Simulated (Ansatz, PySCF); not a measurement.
Isomers of C6H14: 1 is CCC(C)(C)C, 2 is CCCC(C)C; one conformer of each (the lowest of an xTB search), B3LYP-D3(BJ)/def2-TZVP minima.
Isomer 1 (charge 0, multiplicity 1):
```json
[
 {"atom": "C", "x (Å)": "2.1292", "y (Å)": "-0.2199", "z (Å)": "0.3438"},
 {"atom": "C", "x (Å)": "1.0204", "y (Å)": "0.3985", "z (Å)": "-0.5045"},
 {"atom": "C", "x (Å)": "-0.4299", "y (Å)": "0.0633", "z (Å)": "-0.0944"},
 {"atom": "C", "x (Å)": "-1.3751", "y (Å)": "0.7785", "z (Å)": "-1.0683"},
 {"atom": "C", "x (Å)": "-0.6823", "y (Å)": "-1.4474", "z (Å)": "-0.1765"},
 {"atom": "C", "x (Å)": "-0.7193", "y (Å)": "0.5544", "z (Å)": "1.3296"},
 {"atom": "H", "x (Å)": "3.1083", "y (Å)": "0.0818", "z (Å)": "-0.0328"},
 {"atom": "H", "x (Å)": "2.0954", "y (Å)": "-1.3103", "z (Å)": "0.3251"},
 {"atom": "H", "x (Å)": "2.0695", "y (Å)": "0.0980", "z (Å)": "1.3858"},
 {"atom": "H", "x (Å)": "1.1313", "y (Å)": "1.4878", "z (Å)": "-0.4945"},
 {"atom": "H", "x (Å)": "1.1567", "y (Å)": "0.0903", "z (Å)": "-1.5463"},
 {"atom": "H", "x (Å)": "-1.2276", "y (Å)": "1.8605", "z (Å)": "-1.0340"},
 {"atom": "H", "x (Å)": "-1.2020", "y (Å)": "0.4490", "z (Å)": "-2.0955"},
 {"atom": "H", "x (Å)": "-2.4195", "y (Å)": "0.5742", "z (Å)": "-0.8218"},
 {"atom": "H", "x (Å)": "-0.4596", "y (Å)": "-1.8280", "z (Å)": "-1.1763"},
 {"atom": "H", "x (Å)": "-0.0702", "y (Å)": "-1.9993", "z (Å)": "0.5381"},
 {"atom": "H", "x (Å)": "-1.7282", "y (Å)": "-1.6742", "z (Å)": "0.0421"},
 {"atom": "H", "x (Å)": "-0.5241", "y (Å)": "1.6256", "z (Å)": "1.4219"},
 {"atom": "H", "x (Å)": "-1.7659", "y (Å)": "0.3817", "z (Å)": "1.5898"},
 {"atom": "H", "x (Å)": "-0.1072", "y (Å)": "0.0355", "z (Å)": "2.0686"}
]
```
Isomer 2 (charge 0, multiplicity 1, Z-matrix in Å and degrees):
```
C
H 1 1.0956
H 1 1.0971 2 105.97
C 1 1.5272 2 108.56 3 117.29
H 4 1.0930 1 109.97 2 -175.99
H 4 1.0953 5 106.21 1 117.91
C 4 1.5263 5 109.16 6 118.01
H 7 1.0916 4 111.54 5 -57.51
H 7 1.0928 8 107.77 4 122.21
H 7 1.0928 8 107.72 9 115.72
C 1 1.5333 2 108.53 3 -116.75
H 11 1.0971 1 107.55 2 -66.55
C 11 1.5290 12 107.88 1 -119.19
H 13 1.0920 11 111.32 12 -60.44
H 13 1.0921 14 107.98 11 -122.50
H 13 1.0938 14 107.66 15 -116.04
C 11 1.5296 12 107.93 1 121.42
H 17 1.0904 11 112.10 12 -57.59
H 17 1.0920 18 107.62 11 -122.22
H 17 1.0941 18 107.82 19 -115.88
```

No zero-point or thermal terms.

Rows in 3-21G, 6-31G* carry no dispersion term and start afresh at each structure (6-31G* with six Cartesian d functions).

The values were computed with Ansatz (a program for electronic structure) with Gaussian orbitals; PySCF for 3-21G rows, 6-31G* rows. 

Problem. One of these levels gives -0.034 eV for the electronic energy of isomer 2 less that of isomer 1. Which one is it?
(A) SVWN5/def2-TZVPP
(B) HF/3-21G
(C) BP86/6-31G*
(D) B3LYP/def2-TZVPP

Solution. D, B3LYP/def2-TZVPP. The others give 0.049 (HF/3-21G), 0.084 (SVWN5/def2-TZVPP), -0.019 (BP86/6-31G*)
